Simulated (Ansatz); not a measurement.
Geometry optimisation, RKS LDA/def2-SVP (Ansatz 0.2.0).

The input (input.yaml):

```yaml
crystal:
  periodic: [false, false, false]
  atoms:
    - { symbol: In, position_ang: [0.0, 0.0, 0.0] }
    - { symbol: Cl, position_ang: [0.0, 0.0, 2.79] }
    - { symbol: Cl, position_ang: [2.113, 0.0, -1.22] }
    - { symbol: Cl, position_ang: [-2.113, 0.0, -1.22] }
    - { symbol: O, position_ang: [0.0957, -2.1711, 0.7221] }
    - { symbol: Al, position_ang: [-0.7201, -3.5449, -0.0624] }
    - { symbol: H, position_ang: [0.0298, -4.9017, -0.2361] }
    - { symbol: H, position_ang: [-2.1851, -3.392, -0.5764] }
    - { symbol: H, position_ang: [0.0673, -1.5267, 1.9541] }
basis:
  gaussian: { orbitals: def2-SVP }
hamiltonian:
  xc: lda
relax:
  f_tol: 0.15
  max_steps: 25
  restrain:
    - { distance: [0, 4], at: 3.19, k: 30.0 }
    - { distance: [8, 1], at: 2.57, k: 30.0 }
    - { distance: [0, 1], at: 2.44, k: 30.0 }
    - { distance: [8, 4], at: 1.01, k: 30.0 }
```

Launched with:

```bash
$ ansatz run input.yaml --threads 4 --pin off --max-ram 5120MiB --backend cpu --events-out ev --progress --plain --runs-dir out
```

**Question.** Where does it end, and by what steps?

**Answer.** The forces met the threshold. The restraints hold the end off the free minimum. After 17 steps the energy has fallen by 1.402 eV (the restraints' own energy left out); Cl4 moved furthest, 1.44 Å. Parted: In1–O5 (2.29 → 3.16 Å). Joined: Cl4–Al6 (3.98 → 2.59 Å), O5–H9 (1.39 → 0.99 Å).

| step | energy less start (eV) | largest force component (eV/Å) | accepted |
| --- | --- | --- | --- |
| 0 | 0.0000 | 1.956 | yes |
| 1 | -0.1699 | 2.955 | yes |
| 2 | -0.5050 | 2.086 | yes |
| 3 | -0.7059 | 1.415 | yes |
| 4 | -0.8139 | 1.635 | yes |
| 5 | -0.9259 | 1.579 | yes |
| 6 | -0.8607 | 2.317 | no |
| 7 | -0.9736 | 1.362 | yes |
| 8 | -1.0075 | 1.092 | yes |
| 9 | -1.0245 | 1.126 | yes |
| 10 | -1.0484 | 1.136 | yes |
| 11 | -1.0792 | 1.296 | yes |
| 12 | -1.1560 | 1.359 | yes |
| 13 | -1.2444 | 1.284 | yes |
| 14 | -1.3374 | 1.407 | yes |
| 15 | -1.3847 | 1.447 | yes |
| 16 | -1.3930 | 1.414 | yes |
| 17 | -1.4025 | 1.345 | yes |

```xyz
9
Properties=species:S:1:pos:R:3
In 0.412 0.057 -0.078
Cl -0.214 0.400 2.218
Cl 2.211 0.975 -1.171
Cl -1.219 -1.118 -1.344
O 0.063 -2.774 1.284
Al -0.997 -3.316 0.012
H -0.190 -4.136 -1.094
H -2.564 -3.460 0.309
H -0.215 -2.165 2.016
```

Time of the run: 19 s on 4 threads of Arm Neoverse V2, with other jobs on the host, peak memory 0.19 GiB.
